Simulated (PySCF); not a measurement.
Computed Raman spectrum (relative Raman activity) of a molecule C4H5FSi. Geometry optimised at PBE0-D3(BJ)/def2-SVP. Other conformers were not sampled. Computed with PySCF with PBE0-D3(BJ)/def2-SVP. Frequencies are harmonic and unscaled.

ν (cm⁻¹): 640 (vw), 925 (w), 942 (w), 946 (w), 1129 (w), 1708 (m), 2237 (vs), 2242 (vs), 2247 (m), 3225 (w), 3486 (w) (against the strongest line: vs over 80 %, s over 45 %, m over 15 %, w over 4 %, vw less)

Task: Identify the compound among the candidates.
(A) C=C(F)C#C[SiH3]
(B) C#C/C(F)=C/[SiH3]
(C) C#C[SiH2]/C=C/F
(D) C#C/C=C\[SiH2]F

Result: B, C#C/C(F)=C/[SiH3]
